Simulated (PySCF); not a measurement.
Nuclear quadrupole coupling in `C=CCPc1ccco1`

C₇H₉OP.
Cartesian coordinates in Å at the GFN2-xTB level; atoms count from 1:
```
atom  x, y, z in Å
C1     3.5703    0.5804    0.1382
C2     2.6829    0.2001   -0.7633
C3     1.2143    0.3952   -0.6216
P4     0.3571   -1.2678   -0.4215
C5    -1.2660   -0.6384    0.0678
C6    -1.9716   -0.6523    1.2404
C7    -3.2287   -0.0763    0.9471
C8    -3.1994    0.2343   -0.3775
O9    -2.0218   -0.1087   -0.9193
H10    3.2757    1.0803    1.0468
H11    4.6257    0.4168    0.0054
H12    3.0000   -0.3047   -1.6666
H13    0.7984    0.8415   -1.5310
H14    0.9758    1.0322    0.2339
H15    0.7711   -1.4794    0.8980
H16   -1.6314   -1.0234    2.1861
H17   -4.0382    0.0851    1.6292
H18   -3.9227    0.6913   -1.0238
```

Field gradients from the PBE0/pcSseg-1 density (PySCF, non-relativistic), principal values in atomic units, ordered |Vxx| ≤ |Vyy| ≤ |Vzz|:

```tsv
atom	Vxx	Vyy	Vzz
O9	-0.7027	-0.7293	1.4320
```

Question: Find the asymmetry η = (Vxx − Vyy)/Vzz and the couplings χ = eQV/h (234.96 MHz × Q in barn × V in au), with Q(17O) = −0.0256 b.

Answer: 
| atom | environment | nucleus | η | χzz (MHz) | χxx (MHz) | χyy (MHz) |
| --- | --- | --- | --- | --- | --- | --- |
| O9 | furan-type oxygen | 17O | 0.02 | -8.61 | 4.23 | 4.39 |

The gradient is axial or nearly so (η below 0.05) at O9. The tensor is traceless: Vxx + Vyy + Vzz = 0.

Question: What is Vzz at O9 in SI units (1 au = 9.71736 × 10²¹ V/m²)?

Answer: 1.4320 au = 13.915 × 10²¹ V/m².

Question: What couplings would deuterons (Q(2H) = 0.00286 b) have in place of the hydrogens, at this geometry?

Answer: 
```
atom  bonded to  bond length (Å)  Vzz (au)     η  χzz (kHz)
 H10         C1            1.078    0.3354  0.06        225
 H11         C1            1.076    0.3394  0.05        228
 H12         C2            1.082    0.3232  0.06        217
 H13         C3            1.095    0.2995  0.01        201
 H14         C3            1.093    0.3020  0.03        203
 H15         P4            1.399    0.1944  0.09        131
 H16         C6            1.071    0.3487  0.07        234
 H17         C7            1.071    0.3504  0.06        235
 H18         C8            1.072    0.3409  0.11        229
```

Geometry: GFN2-xTB, one conformer, isolated molecule. GFN2-xTB bond lengths can be off by several hundredths of an ångström, more for odd bonds, and the gradients follow them. With so small a basis the couplings can be 20 % off.
